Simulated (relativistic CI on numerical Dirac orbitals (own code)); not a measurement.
Method of calculation: Dirac-Coulomb-Breit CI, KLI orbitals optimised for each configuration, QED by a radiative potential, unscaled Slater integrals (own radial code, finite nucleus).

Configuration list (outside the closed core [Ne]): 3s²3p⁶3d, 3s²3p⁵3d², 3s3p⁶3d², 3s²3p⁶4s, 3s²3p⁶4p, 3s²3p⁶4d, 3s²3p⁵3d4s, 3s²3p⁶4f, 3s²3p⁵3d4p, 3s²3p⁵3d4d, 3s3p⁶3d4s, 3p⁶3d²4p, 3s²3p⁵3d4f, 3s3p⁶3d4p, 3s3p⁶3d4d, 3s²3p⁶5s, 3s3p⁶3d4f, 3s²3p⁶5p, 3s²3p⁶5d, 3s²3p⁶5f, 3s²3p⁶5g, 3p⁶3d³, 3p⁵3d⁴, 3p⁵3d³4s, 3p⁶3d²4s, 3p⁵3d²4s², 3p⁶3d²4d, 3p⁵3d³4d, 3p⁵3d²4s4d. Double excitations out of closed p, d and f shells are left out; levels of such configurations are missing from the list, as are those of other unlisted configurations, and high levels can miss mixing partners. These lack a partner that the ground configuration has and come out too high: 3s²3p⁵3d4p, 3s²3p⁵3d4f.

At this charge energies of transitions that change n are usually good to better than 1 %, and those within a shell (Δn = 0) to a few per cent.

Outline of the computed level scheme of Dy XLVIII. Lowest level of each configuration: 3s²3p⁶3d ²D3/2 at 0.000 eV; 3s²3p⁵3d² ⁴D°3/2 at 217.371 eV.

Some strong electric-dipole decays among the lowest 45 levels: 3s²3p⁵3d² ²D°5/2 → 3s²3p⁶3d ²D5/2 (2.6e+12 s⁻¹); 3s²3p⁵3d² ²P°3/2 → 3s²3p⁶3d ²D5/2 (2.4e+12 s⁻¹); 3s²3p⁵3d² ²D°3/2 → 3s²3p⁶3d ²D3/2 (2.4e+12 s⁻¹); 3s²3p⁵3d² ²P°1/2 → 3s²3p⁶3d ²D3/2 (1.9e+12 s⁻¹); 3s²3p⁵3d² ²F°7/2 → 3s²3p⁶3d ²D5/2 (1.5e+12 s⁻¹); 3s²3p⁵3d² ²D°3/2 → 3s²3p⁶3d ²D3/2 (1.3e+12 s⁻¹); 3s²3p⁵3d² ²D°5/2 → 3s²3p⁶3d ²D5/2 (7.5e+11 s⁻¹); 3s²3p⁵3d² ²F°5/2 → 3s²3p⁶3d ²D3/2 (7.3e+11 s⁻¹).

LS names give the leading component of a level, which can be under half, so a name can repeat, a term be missing and a line seem to break the LS rules.
